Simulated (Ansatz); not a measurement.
Basis sets compared for the cluster BeF₂⁺. The state is a doublet with charge 1. Geometry r2SCAN-D4/def2-TZVP. Ansatz on 4 threads of Arm Neoverse N1 on a shared host; times are rough, and most runs start from earlier orbitals.

```xyz
3

Be    0.003    0.001    0.000
F     0.239   -0.720   -1.229
F    -0.242    0.719    1.229
```

The structure comes from a short search, and lower isomers may exist.

| level | functions | energy (Eh) | HOMO (eV) | LUMO (eV) | wall time |
| --- | --- | --- | --- | --- | --- |
| PBE-D4/def2-SVP | 37 | -213.6728 | -18.81 | -18.59 | 1.1 s |
| PBE0-D4/def2-SVP | 37 | -213.6522 | -19.61 | -17.64 | 1.7 s |

Task: Estimate the rows for PBE-D4/def2-TZVP, PBE0-D4/def2-TZVP (with forces).

Result: 
```csv
level,functions,energy (Eh),HOMO (eV),LUMO (eV),wall time
PBE-D4/def2-TZVP,81,-213.9428,-18.79,-18.53,2.2 s
PBE0-D4/def2-TZVP (with forces),81,-213.9239,-19.37,-17.53,19 s
```
